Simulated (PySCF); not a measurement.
C3H4O2Si. Atoms are numbered in the order given.

```xyz
10

C      0.6056    -2.3212     0.0000
C      0.2101    -1.0526     0.0000
O      1.1105     0.0197     0.0000
C      0.2953     1.1445     0.0000
O      0.7085     2.2538     0.0000
Si    -1.3167     0.0520     0.0000
H      1.6668    -2.5842     0.0000
H     -0.1324    -3.1243     0.0000
H     -2.1592     0.0844     1.2271
H     -2.1592     0.0844    -1.2271
```

Coordinates come from a PBE0-D3(BJ)/def2-SVP optimisation. This is a generated structure with no PubChem entry under its InChIKey; it may be hypothetical.

All values below come from PBE0-D3(BJ)/def2-SVP in PySCF.

Frequencies are harmonic and unscaled.

Computed normal modes with their intensities:
```tsv
mode	ν (cm⁻¹)	IR (km/mol)	Raman (Å⁴/amu)	depolarisation	moving atoms (share of kinetic energy)
1	126	0.2	1.6	0.75	O 71 %, C 20 %, H 9 %
2	292	0.8	4.1	0.55	C 33 %, H 28 %, O 25 %, Si 14 %
3	329	3.0	5.2	0.75	H 60 %, C 33 %
4	366	13.2	11.5	0.75	H 49 %, C 38 %, O 11 %
5	382	3.2	10.6	0.63	O 38 %, Si 35 %, C 14 %, H 12 %
6	560	7.8	7.0	0.75	O 36 %, C 35 %, Si 25 %
7	650	27.9	2.2	0.75	H 64 %, C 26 %, Si 8 %
8	653	5.6	24.2	0.17	C 50 %, H 23 %, Si 20 %
9	681	14.2	10.4	0.27	C 33 %, O 33 %, H 31 %
10	683	2.4	3.4	0.75	C 52 %, H 37 %
11	747	0.7	3.6	0.75	H 84 %, C 10 %
12	750	44.1	3.9	0.48	H 57 %, Si 18 %, O 18 %
13	894	45.5	2.2	0.75	H 71 %, C 28 %
14	934	110.7	13.1	0.75	H 90 %
15	962	57.2	1.8	0.63	O 42 %, H 38 %, C 20 %
16	1023	451.8	1.6	0.75	C 54 %, O 34 %, H 10 %
17	1211	45.6	0.7	0.13	C 60 %, O 26 %, H 14 %
18	1387	0.7	23.7	0.56	H 87 %, C 12 %
19	1751	106.0	24.4	0.20	C 92 %
20	1967	397.8	19.3	0.70	C 63 %, O 36 %
21	2256	61.5	233.0	0.08	H 98 %
22	2270	73.6	95.4	0.75	H 95 %
23	3180	0.1	133.2	0.13	H 94 %
24	3291	0.0	83.4	0.75	H 89 %, C 11 %
```
